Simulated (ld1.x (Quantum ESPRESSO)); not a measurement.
# Pt, TM: configuration errors across variants

platinum, norm-conserving Troullier–Martins (Kleinman–Bylander form), made with ld1.x (Quantum ESPRESSO) 7.5 (PBE, scalar-relativistic). Core [Xe] 4f14, reference 5d9 6s0 6p0 (charge +1). Waves: 6s (bound, empty): rc 1.75 bohr; 6p (bound, empty): rc 2.70 bohr; 5d (bound): rc 1.90 bohr. Local part: all-electron potential smoothed inside 1.35 bohr (lloc = -1). Core correction: Bessel-smoothed model core inside 0.95 bohr.

All-electron excitation energies from the reference (eV): (1) 5d9 6s1 6p0 -9.194; (2) 5d8 6s0 6p0 19.966; (3) 5d7 6s0 6p0 52.182; (4) 5d10 6s0 6p0 -9.212; (5) 5d9 6s0.5 6p0 -5.500; (6) 5d8 6s1 6p1 -2.626; (7) 5d9 6s0 6p1 -4.145.

A true bound ghost makes a file unfit for plane-wave use even where its test errors are small: the radial tests pick states by their node count and pass the ghost by. Where a test does run into it, the solver fails or the error is huge.

Errors AE − PS in meV (a dash: test not solved or not reliable):

```csv
change,(1),(2),(3),(4),(5),(6),(7),bound ghosts
base,-2.7,-37,-211,-11,+0.2,-66,-1.7,"s, p"
"all radii but the core radius scaled by about 0.83 (s 1.44, p 2.24, d 1.58 bohr); local potential all-electron potential smoothed inside 1.12 bohr (lloc = -1)",-19,-36,-208,-10,-5.2,-72,-0.2,"p, s"
"all radii but the core radius scaled by about 0.91 (s 1.60, p 2.46, d 1.74 bohr); local potential all-electron potential smoothed inside 1.24 bohr (lloc = -1)",-4.8,-36,-210,-10,-0.5,-58,-1.1,"s, p"
"all radii but the core radius scaled by about 1.04 (s 1.82, p 2.82, d 1.98 bohr); local potential all-electron potential smoothed inside 1.40 bohr (lloc = -1)",-3.7,-37,-213,-11,0.0,-70,-1.8,"s, p"
"all radii but the core radius scaled by about 1.10 (s 1.92, p 2.96, d 2.08 bohr); local potential all-electron potential smoothed inside 1.48 bohr (lloc = -1)",-5.7,-38,-215,-11,-0.6,-77,-1.9,"s, p"
"all radii but the core radius scaled by about 1.22 (s 2.14, p 3.28, d 2.32 bohr); local potential all-electron potential smoothed inside 1.64 bohr (lloc = -1)",-8.2,-34,-190,-11,-1.4,-77,-2.3,"s, p"
"all radii but the core radius scaled by about 1.28 (s 2.24, p 3.46, d 2.44 bohr); local potential all-electron potential smoothed inside 1.72 bohr (lloc = -1)",-8.2,-37,-199,-13,-1.4,-75,-4.2,"s, p"
"all radii but the core radius scaled by about 1.38 (s 2.40, p 3.72, d 2.62 bohr); local potential all-electron potential smoothed inside 1.86 bohr (lloc = -1)",-7.3,-36,-183,-14,-1.2,-54,+1.2,"s, p"
```

Question: Give the same row for: all radii but the core radius scaled by about 0.74 (s 1.30, p 2.00, d 1.40 bohr); local potential all-electron potential smoothed inside 1.00 bohr (lloc = -1).

Answer: –, -36, -207, -10, –, -102, +1.6; bound ghosts: s, p. Not counted: 5d9 6s1 6p0 (solver errors, printed error -3.5 eV).
